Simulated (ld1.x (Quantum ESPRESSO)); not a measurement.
**Transferability test, TM potential for neodymium**

```
Element                 : Nd (Z = 60)
Generator               : ld1.x (Quantum ESPRESSO) 7.5
Type                    : norm-conserving Troullier–Martins (Kleinman–Bylander form)
Functional              : Wu–Cohen
Relativity              : scalar-relativistic
Frozen core             : [Kr] 4d10
Valence charge          : 14
Reference configuration : 4f3 5s2 5p6 5d0 6s0 6p0 (charge +3)
Partial waves           : 5p (bound): rc 2.60 bohr; 5d (bound, empty): rc 2.50 bohr; 4f (bound): rc 1.10 bohr; 5s (bound): rc 1.90 bohr
Local potential         : the s channel
Core correction         : none
```

Energies are relative to the spin-unpolarised reference configuration 4f3 5s2 5p6 5d0 6s0 6p0; without spin polarisation the order of configurations can differ from experiment. The frozen-core shift is the all-electron ΔE with the core orbitals held at their reference shape minus the fully relaxed ΔE.

| valence configuration | charge | ΔE all-electron (eV) | error AE − PS (meV) | frozen-core shift (meV) |
| --- | --- | --- | --- | --- |
| 4f4 5s2 5p6 5d0 6s2 6p0 | 0 | -38.921 | +237 | +184 |
| 4f4 5s2 5p6 5d0 6s1 6p0 | +1 | -33.122 | +155 | +197 |
| 4f4 5s2 5p6 5d0 6s0 6p0 | +2 | -22.494 | -50 | +211 |
| 4f3 5s2 5p6 5d1 6s2 6p0 | 0 | -37.075 | +460 | -4.8 |
| 4f4 5s2 5p6 5d1 6s1 6p0 | 0 | -37.205 | +139 | +167 |
| 4f4 5s2 5p5 5d0 6s2 6p0 | +1 | -12.076 | +481 | +238 |

(1) What are ΔE and the potential's error for 4f4 5s1 5p6 5d0 6s2 6p0?

Answers

(1) ΔE = 6.813 eV all-electron; the error (AE − PS) is +514 meV.

A variational frozen-core shift is positive and of second order in the change. This column holds negative values, so the frozen-core run of ld1.x carries numerical noise or an error of first order here, and the column gives no more than the rough size of the effect.
